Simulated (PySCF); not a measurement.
**Computed properties of CCl2, SMILES Cl[C]Cl**

CCl2, SMILES Cl[C]Cl (connectivity only; charge and spin as stated), neutral, multiplicity 1. Coordinates come from a PBE0-D3(BJ)/def2-TZVP optimisation. The isomer is the one that the SMILES or the coordinates give; other isomers of the formula were not compared. Other conformers were not sampled. All values are computed for the isolated molecule unless a solvent is named; none is compared with measurement here.

**Structure.** The optimised structure has C2v symmetry. All 3 harmonic modes at PBE0-D3(BJ)/def2-TZVP (PySCF) are real, so it is a minimum. With heavy atoms numbered as in [Cl:1][C:2][Cl:3], the shortest bond between them is Cl1–C2 at 1.708 Å and the longest C2–Cl3 at 1.708 Å.

**Vibrations.** The strongest infrared lines (harmonic, unscaled, degenerate partners summed) lie at 791 cm⁻¹ (360 km/mol, C 80 %, Cl 20 %), 740 cm⁻¹ (30 km/mol, C 76 %, Cl 24 %). The softest mode is at 340 cm⁻¹ and the zero-point energy is 2.7 kcal/mol.

**Electronic structure.** PBE0/def2-TZVPD (PySCF) places the frontier levels at -7.55 and -3.40 eV, a gap of 4.15 eV, and gives a dipole moment of 1.13 D and a mean polarisability of 43.5 bohr³. PBE/def2-TZVPD (PySCF) at the same geometry gives -6.19 and -4.40 eV, so its gap is 2.36 eV narrower. An orbital gap is neither the optical nor the fundamental gap.

**Excitations.** TDA-B3LYP/def2-TZVPD (PySCF) has S1 at 2.57 eV (483 nm, f = 0.004, weak); the most intense of the 10 singlets computed lies at 7.50 eV (f = 0.15). T1 (TDA) is at 1.07 eV, 1.50 eV under S1. TDA-PBE/def2-TZVPD (PySCF) puts S1 at 2.54 eV.

**NMR.** GIAO shifts at KT2/pcSseg-2 (PySCF) (non-relativistic, atoms alike by connectivity averaged): ¹³C at 522.9 ppm against TMS. Without spin–orbit terms, shifts of atoms bonded to Cl or Br come out too high.

**Solvation.** SMD-PBE0/6-31G* (PySCF) gives 2.0 kcal/mol in water, -0.5 kcal/mol in ethanol, -0.5 kcal/mol in ethylethanoate (1 M in both phases, gas-phase geometry); of these solvents ethylethanoate holds the molecule best.
